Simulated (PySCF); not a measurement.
This script is equivalent to a calculation on O (oxygen, neutral).

```python
from pyscf import gto, scf, dft, mp, cc
import basis_set_exchange as bse
mol = gto.M(atom="O 0 0 0", charge=0, spin=2, symmetry="D2h",
            basis=gto.basis.parse(bse.get_basis("cc-pVDZ", elements=["O"], fmt="nwchem", header=False)))
mf = scf.UHF(mol)
mf.irrep_nelec = {'Ag': (2, 2), 'B1u': (1, 0), 'B2u': (1, 1), 'B3u': (1, 0)}
mf.kernel()
```

Task: What total energy does it give?

Result: -74.79217 hartree (calculated).

Task: Which occupied shell lies highest, and where?

Result: 2p β, at -13.947 eV.

Task: What is ⟨S²⟩, and what would a pure spin state give?

Result: 2.004, against 2.00.
